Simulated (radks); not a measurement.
The numbers below are computed, except where a source is named.
Species: the arsenic ion As3+. Configuration: [Ar] 3d8 4s2 5s2 (not the ground configuration).

Code: a radial shooting solver on a logarithmic mesh with Libxc functionals. Model: scalar-relativistic Kohn-Sham, LDA (Slater exchange, VWN5 correlation), spin-polarised, spherical densities, point nucleus; open shells are filled with parallel spins first.

Energy parts (eV):
| part | energy |
|---|---|
| total | -61237.096 |
| kinetic | 62403.561 |
| electron-nucleus | -145642.105 |
| Hartree | 24119.879 |
| exchange-correlation | -2118.432 |

Orbitals (lengths in bohr, moments of r in powers of bohr; r(max) is where P^2 peaks):
\begin{tabular}{lrrr}
orbital & occ. & eigenvalue (eV) & r(max) \\ \hline
1s up & 1 & -11777.10 & 0.02978 \\
1s down & 1 & -11777.06 & 0.02978 \\
2s up & 1 & -1565.365 & 0.1704 \\
2s down & 1 & -1563.323 & 0.1703 \\
2p up & 3 & -1383.691 & 0.1364 \\
2p down & 3 & -1382.119 & 0.1363 \\
3s up & 1 & -263.6703 & 0.5179 \\
3s down & 1 & -260.6441 & 0.5184 \\
3p up & 3 & -207.0658 & 0.5148 \\
3p down & 3 & -204.0874 & 0.5155 \\
3d up & 5 & -113.6377 & 0.4602 \\
3d down & 3 & -110.5983 & 0.4620 \\
4s up & 1 & -60.9647 & 1.398 \\
4s down & 1 & -60.3739 & 1.407 \\
4p up & 0 & -46.9490 & 1.537 \\
4p down & 0 & -46.4924 & 1.548 \\
4d up & 0 & -27.2101 & 1.964 \\
4d down & 0 & -26.9496 & 1.986 \\
4f up & 0 & -13.4900 & 3.074 \\
4f down & 0 & -13.4583 & 3.089 \\
5s up & 1 & -23.1642 & 3.209 \\
5s down & 1 & -23.0339 & 3.226 \\
6s up & 0 & -11.0791 & 5.985 \\
6s down & 0 & -11.0315 & 6.009 \\
\end{tabular}

The highest occupied level is 5s down at -23.034 eV. The configuration is held as typed, so some empty levels lie below it. Summed over all electrons, <r^2> = 37.95 bohr^2, which gives a Langevin (diamagnetic) susceptibility term of -30.1 x 10^-6 cm^3/mol. The density falls to 0.001 e/bohr^3 at r = 4.74 bohr. Spin moment in Bohr magnetons: 2.
